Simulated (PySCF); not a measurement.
Molfile (atoms numbered from 1):
```
C7H8O2Si
     RDKit          3D

 18 17  0  0  0  0  0  0  0  0999 V2000
    3.0041   -2.1022   -1.6915 C   0  0  0  0  0  0  0  0  0  0  0  0
    2.2619   -1.1357   -1.2778 C   0  0  0  0  0  0  0  0  0  0  0  0
    1.5120   -0.1377   -0.8575 C   0  0  0  0  0  0  0  0  0  0  0  0
    0.2948   -0.3528   -0.1641 C   0  0  0  0  0  0  0  0  0  0  0  0
   -0.7459   -0.5173    0.4274 C   0  0  0  0  0  0  0  0  0  0  0  0
   -2.3429   -0.7404    1.3308 Si  0  0  0  0  0  4  0  0  0  0  0  0
   -3.0595    0.9749    1.7112 C   0  0  0  0  0  0  0  0  0  0  0  0
    1.9384    1.2629   -1.1048 C   0  0  0  0  0  0  0  0  0  0  0  0
    2.9365    1.5890   -1.6953 O   0  0  0  0  0  0  0  0  0  0  0  0
    1.0777    2.1516   -0.5890 O   0  0  0  0  0  0  0  0  0  0  0  0
    2.8825   -2.5332   -2.6727 H   0  0  0  0  0  0  0  0  0  0  0  0
    3.7850   -2.5224   -1.0774 H   0  0  0  0  0  0  0  0  0  0  0  0
   -2.0684   -1.4689    2.5768 H   0  0  0  0  0  0  0  0  0  0  0  0
   -3.2494   -1.5061    0.4642 H   0  0  0  0  0  0  0  0  0  0  0  0
   -3.2372    1.5406    0.8008 H   0  0  0  0  0  0  0  0  0  0  0  0
   -2.3814    1.5547    2.3315 H   0  0  0  0  0  0  0  0  0  0  0  0
   -4.0053    0.8964    2.2405 H   0  0  0  0  0  0  0  0  0  0  0  0
    1.3884    3.0529   -0.7648 H   0  0  0  0  0  0  0  0  0  0  0  0
  1  2  2  0
  2  3  2  0
  3  4  1  0
  4  5  3  0
  5  6  1  0
  6  7  1  0
  3  8  1  0
  8  9  2  0
  8 10  1  0
  1 11  1  0
  1 12  1  0
  6 13  1  0
  6 14  1  0
  7 15  1  0
  7 16  1  0
  7 17  1  0
 10 18  1  0
M  END
```

[PySCF 2.14: σ from GIAO-PBE0/pcSseg-1; structure optimised with GFN2-xTB; relativity neglected; single conformer; no solvent model; rapidly exchanging positions averaged]

Shifts are taken against calculated references (same method and geometry level): TMS for ¹³C (186.93 ppm).

Do the ¹³C shifts follow the atomic charges (in e)? Tabulate both.

Results:


| atoms | hybridisation | δ (ppm) | σ para (ppm) | Hirshfeld | IAO | Mulliken | ESP-fitted |
| --- | --- | --- | --- | --- | --- | --- | --- |
| C2 | sp | 239.7 | -311 | +0.05 | +0.11 | +0.09 | +0.19 |
| C8 | sp2 | 169.5 | -225 | +0.21 | +0.53 | +0.55 | +0.69 |
| C5 | sp | 105.9 | -181 | -0.16 | -0.34 | -0.43 | -0.36 |
| C4 | sp | 103.5 | -176 | -0.05 | -0.01 | +0.47 | +0.00 |
| C3 | sp2 | 91.2 | -165 | -0.02 | -0.12 | -0.66 | -0.11 |
| C1 | sp2 | 85.8 | -163 | -0.08 | -0.33 | -0.13 | -0.52 |
| C7 | sp3 | -5.1 | -61 | -0.21 | -0.71 | -0.63 | -0.55 |

Correlation coefficients of δ with charge over these carbons: Hirshfeld +0.75, IAO +0.79, Mulliken +0.59, ESP-fitted +0.74; with the paramagnetic shielding -1.00. With so few points, grouped by hybridisation, these coefficients are fragile. Charge is one influence among several: hybridisation and low-lying excitations act through the paramagnetic term.

Shifts are as computed. Against solution values, carbons near 30 ppm lie about +3 ppm off and those near 130 ppm about +5 ppm. Of 1211 compounds with measured shifts, 218 miss one by over three times the rms of a fit or turn the order of signals round; such compounds aren't used in these exercises. Hydrogen bonding in solution deshields acid and N–H amide carbonyl carbons by as much as 10 ppm beyond these values.
